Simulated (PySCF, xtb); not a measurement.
Ge(H)2(F)(OMe) (CH₅FGeO), SMILES [GeH2]([O]C)[F]. Other conformers were not sampled.

Harmonic wavenumbers (cm⁻¹) from GFN2-xTB (xtb 6.7.1) at its own minimum, in rising order: 75, 96, 160, 250, 470, 493, 513, 567, 661, 728, 1054, 1126, 1136, 1409, 1475, 1477, 1929, 2073, 2953, 2961, 2986.

Question: What does ωB97X-D3(BJ)/def2-SVP (PySCF) give at its own minimum? (The exact figures need the calculation; the answer reports its results.)

Answer: 75, 102, 207, 282, 599, 672, 699, 721, 840, 867, 1156, 1184, 1212, 1481, 1483, 1491, 2213, 2262, 3023, 3107, 3154. Paired by order, the mean absolute difference is 107 cm⁻¹ and the zero-point energies are 35.2 and 38.4 kcal/mol.
